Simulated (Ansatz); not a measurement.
Z-matrix (Å, degrees):
```
Sn
S 1 2.382
S 1 2.373 2 113.7
F 1 1.921 2 100.6 3 -117.8
S 1 2.373 2 116.8 3 126.7
H 2 1.346 1 89.8 3 111.7
H 3 1.345 1 91.5 2 -21.0
H 5 1.345 1 91.9 2 60.4
```

Charge 0, multiplicity 1. Sn: def2 effective core potential.

(1) List the PBE/def2-TZVPP orbital energies in eV (Ansatz 0.2.0). (An estimate is asked.)

## Answers

(1) Computed: Occupied: -2396.44, -2396.43, -2396.39, -659.03, -209.39, -209.38, -209.33, -155.53, -155.52, -155.48, -155.47, -155.46, -155.42, -155.29, -155.28, -155.24, -134.55, -90.49, -90.49, -90.48, -28.80, -26.99, -26.99, -26.89, -26.88, -26.22, -18.87, -18.33, -18.29, -12.81, -10.82, -10.65, -10.30, -9.46, -9.39, -9.16, -8.27, -8.03, -6.97, -6.88, -6.69. Lowest empty: -3.06, -1.23, -1.12, -0.56, -0.42, -0.29, -0.14, 2.00.
